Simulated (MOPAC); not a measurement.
MOPAC input (PM3):

```
PM3 1SCF CHARGE=-1 GEO-OK AUX(PRECISION=9) THREADS=1
C4H2BrO

Br    1.48281200 1    0.27214200 1    0.11492200 1
C    -0.40540900 1   -0.01641600 1   -0.03416900 1
C    -1.40059300 1    0.89345500 1   -0.16308900 1
C    -2.59021500 1    0.09244100 1   -0.22766700 1
C    -2.30234600 1   -1.26131900 1   -0.13867700 1
O    -0.85419200 1   -1.27752600 1   -0.01307400 1
H    -1.27898800 1    1.96488400 1   -0.20339700 1
H    -3.59453800 1    0.48140400 1   -0.33268100 1
```

Output:

```
 *******************************************************************************
 **                                                                           **
 **                              MOPAC v23.2.5                                **
 **                                                                           **
 *******************************************************************************
 ** MOPAC's Digital Object Identifier: https://doi.org/10.5281/zenodo.6511958 **
 **                                                                           **
 ** Please cite the open-source release paper for use of this MOPAC version:  **
 ** J. E. Moussa and J. J. P. Stewart (2026)                                  **
 ** MOPAC: An open-source semiempirical molecular orbital program             **
 ** J. Open Source Softw., 11(119), 8025, https://doi.org/10.21105/joss.08025 **
 *******************************************************************************

                              PM3 CALCULATION RESULTS

 *******************************************************************************
 *  PM3        - The PM3 Hamiltonian to be used
 *  GEO-OK     - OVERRIDE INTERATOMIC DISTANCE AND OTHER SAFETY CHECKS
 *
 *
 *
 *                 CHARGE ON SYSTEM = -1
 *
 *
 *
 *  1SCF       - DO 1 SCF AND THEN STOP
 *  AUX        - OUTPUT AUXILIARY INFORMATION
 *******************************************************************************
PM3 1SCF CHARGE=-1 GEO-OK AUX(PRECISION=9) THREADS=1
 C4H2BrO

   ATOM   CHEMICAL          X               Y               Z
  NUMBER   SYMBOL      (ANGSTROMS)     (ANGSTROMS)     (ANGSTROMS)

     1      Br          1.48281200  *   0.27214200  *   0.11492200  *
     2       C         -0.40540900  *  -0.01641600  *  -0.03416900  *
     3       C         -1.40059300  *   0.89345500  *  -0.16308900  *
     4       C         -2.59021500  *   0.09244100  *  -0.22766700  *
     5       C         -2.30234600  *  -1.26131900  *  -0.13867700  *
     6       O         -0.85419200  *  -1.27752600  *  -0.01307400  *
     7       H         -1.27898800  *   1.96488400  *  -0.20339700  *
     8       H         -3.59453800  *   0.48140400  *  -0.33268100  *

          CARTESIAN COORDINATES

    NO.       ATOM           X           Y           Z

     1        Br          1.4828      0.2721      0.1149
     2         C         -0.4054     -0.0164     -0.0342
     3         C         -1.4006      0.8935     -0.1631
     4         C         -2.5902      0.0924     -0.2277
     5         C         -2.3023     -1.2613     -0.1387
     6         O         -0.8542     -1.2775     -0.0131
     7         H         -1.2790      1.9649     -0.2034
     8         H         -3.5945      0.4814     -0.3327

  H: (PM3): J. J. P. STEWART, J. COMP. CHEM. 10, 209 (1989).
  C: (PM3): J. J. P. STEWART, J. COMP. CHEM. 10, 209 (1989).
  O: (PM3): J. J. P. STEWART, J. COMP. CHEM. 10, 209 (1989).
 Br: (PM3): J. J. P. STEWART, J. COMP. CHEM. 10, 209 (1989).

           Empirical Formula: C4 H2 O Br  =     8 atoms

      MOLECULAR POINT GROUP   :   Cs

      RHF CALCULATION, NO. OF DOUBLY OCCUPIED LEVELS = 16

 -------------------------------------------------------------------------------
 PM3 1SCF CHARGE=-1 GEO-OK AUX(PRECISION=9) THREADS=1
 C4H2BrO

     1SCF WAS SPECIFIED, SO BFGS WAS NOT USED
     SCF FIELD WAS ACHIEVED

                              PM3 CALCULATION
                                                       MOPAC v23.2.5 Linux

          FINAL HEAT OF FORMATION =         18.68166 KCAL/MOL =      78.16405 KJ/MOL

          COSMO AREA              =        126.83 SQUARE ANGSTROMS
          COSMO VOLUME            =        115.61 CUBIC ANGSTROMS

          IONIZATION POTENTIAL    =          3.514995 EV
          HOMO LUMO ENERGIES (EV) =         -3.515  3.889
          NO. OF FILLED LEVELS    =         16
          MOLECULAR WEIGHT        =        145.9632         POINT GROUP:  Cs

          MOLECULAR DIMENSIONS (Angstroms)

            Atom       Atom       Distance
            H     8   Br     1     5.10134
            H     7    C     5     3.26872
            C     2    O     6     0.00000

          SCF CALCULATIONS        =          1

   ATOM   CHEMICAL          X               Y               Z
  NUMBER   SYMBOL      (ANGSTROMS)     (ANGSTROMS)     (ANGSTROMS)

     1      Br          1.48281200  *   0.27214200  *   0.11492200  *
     2       C         -0.40540900  *  -0.01641600  *  -0.03416900  *
     3       C         -1.40059300  *   0.89345500  *  -0.16308900  *
     4       C         -2.59021500  *   0.09244100  *  -0.22766700  *
     5       C         -2.30234600  *  -1.26131900  *  -0.13867700  *
     6       O         -0.85419200  *  -1.27752600  *  -0.01307400  *
     7       H         -1.27898800  *   1.96488400  *  -0.20339700  *
     8       H         -3.59453800  *   0.48140400  *  -0.33268100  *

                             CARTESIAN COORDINATES

   1   Br        1.482812000     0.272142000     0.114922000
   2    C       -0.405409000    -0.016416000    -0.034169000
   3    C       -1.400593000     0.893455000    -0.163089000
   4    C       -2.590215000     0.092441000    -0.227667000
   5    C       -2.302346000    -1.261319000    -0.138677000
   6    O       -0.854192000    -1.277526000    -0.013074000
   7    H       -1.278988000     1.964884000    -0.203397000
   8    H       -3.594538000     0.481404000    -0.332681000

           Empirical Formula: C4 H2 O Br  =     8 atoms

      MOLECULAR POINT GROUP   :   Cs

                  EIGENVALUES
 -34.47605 -26.10594 -20.90940 -16.93264 -15.05216 -14.68106 -12.21897 -10.01127
  -9.45237  -8.75349  -7.85741  -7.56957  -7.44499  -5.25726  -3.96644  -3.51500
   3.88915   6.06240   7.38893   8.20788   8.85122   9.31815   9.75413  10.28958
  11.08640  11.81457

              NET ATOMIC CHARGES AND DIPOLE CONTRIBUTIONS

  ATOM NO.   TYPE          CHARGE      No. of ELECS.   s-Pop       p-Pop
    1         Br          -0.117477        7.1175     1.95915     5.15833
    2          C          -0.114612        4.1146     1.23834     2.87627
    3          C          -0.183471        4.1835     1.17298     3.01049
    4          C          -0.413616        4.4136     1.21138     3.20224
    5          C          -0.245476        4.2455     1.69876     2.54672
    6          O          -0.114236        6.1142     1.84283     4.27140
    7          H           0.096800        0.9032     0.90320
    8          H           0.092088        0.9079     0.90791
 DIPOLE           X         Y         Z       TOTAL
 POINT-CHG.     7.405     2.208     0.534     7.746
 HYBRID         0.710     2.098    -0.038     2.216
 SUM            8.116     4.306     0.496     9.201

          ATOMIC ORBITAL ELECTRON POPULATIONS

     Atom    s        px        py        pz
    1 Br   1.95915   1.19810   1.97354   1.98669
    2  C   1.23834   0.78940   0.92159   1.16528
    3  C   1.17298   0.94134   0.95724   1.11191
    4  C   1.21138   0.95206   1.00608   1.24410
    5  C   1.69876   0.71545   1.08691   0.74436
    6  O   1.84283   1.30987   1.22903   1.73250
    7  H   0.90320
    8  H   0.90791

 **********************
 *                    *
 * JOB ENDED NORMALLY *
 *                    *
 **********************

 == MOPAC DONE ==
```

The dipole moment of an ion depends on the origin.

The geometry given is a B3LYP-D3(BJ)/def2-TZVP minimum.
